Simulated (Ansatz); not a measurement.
Compare A (`[CH3][SnH2][CH]=O`) with its isomer B (`C[CH2][Sn][OH]`).

Isolated molecules relaxed with PBE0-D4/def2-TZVP in Ansatz; ΔE leaves out vibrations. CCSD(T)/CBS adds triple-zeta CCSD(T) − MP2 to the extrapolated MP2 energy (def2 sets, frozen cores). Functionals use def2-TZVPP. B3LYP here is the variant with VWN-RPA as its local correlation; programs differ in this. def2 core potentials past Kr. For Sn outer-core shells are correlated without core-valence functions, which leaves a few kJ/mol of doubt a bond. One conformer a species, not always the lowest.

(1) Which is lower in electronic energy at CCSD(T)/CBS, and by how much? (An estimate is asked.)

(2) Give E(B) − E(A) in kcal/mol with B3LYP, r2SCAN-D4, HF/def2-TZVPP, B3LYP-D4, B2PLYP, CCSD(T)/def2-TZVPP, PBE-D4. (Estimate.)

Largest T1 diagnostic: 0.016.

Results:

(1) The calculation gave: B, by 44.2 kcal/mol.

(2) Ansatz gave: B3LYP -43.4, r2SCAN-D4 -42.8, HF/def2-TZVPP -37.1, B3LYP-D4 -44.4, B2PLYP -44.0, CCSD(T)/def2-TZVPP -40.7, PBE-D4 -43.6. None reverses the order clearly.

In def2-TZVPP, CCSD(T) changes the Hartree–Fock value by −3.6 kcal/mol (the triples alone add +0.4 kcal/mol) and MP2 by −8.5 kcal/mol. The D4 term adds −1.0 kcal/mol with B3LYP and −0.5 kcal/mol with PBE0; it sums over pairs of atoms, weighted by their polarisabilities, and B3LYP, whose exchange is more repulsive, gets the larger term.
